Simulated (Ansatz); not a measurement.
The cluster Ga2H2⁺. The state is a doublet with charge 1. Geometry PBE-D4/def2-TZVP; atoms count from 1.

```
atom   x (Å)   y (Å)   z (Å)
 Ga1  -0.770  -1.026  -0.064
 Ga2   0.775   1.024   0.064
  H3   1.175   2.249   0.985
  H4  -1.180  -2.247  -0.985
```

The structure comes from a short search, and lower isomers may exist.

(1) Estimate the Mulliken populations from the PBE0/def2-TZVP orbitals of Ansatz.

(2) Where does the spin sit?

(3) And the Mayer bond orders between bonded heavy atoms (over 0.3)?

## Answers

(1) 
```csv
atom,charge (e),spin (α − β)
Ga1,0.44,0.39
Ga2,0.44,0.40
H3,0.06,0.10
H4,0.06,0.10
```
Mulliken values and Mayer orders depend strongly on the basis.

(2) Summed by element: Ga 0.79, H 0.21, of 1 unpaired in all. Largest on single atoms: Ga2 0.40, Ga1 0.39, H3 0.10.

(3) Ga1–Ga2 0.83 (2.57 Å).
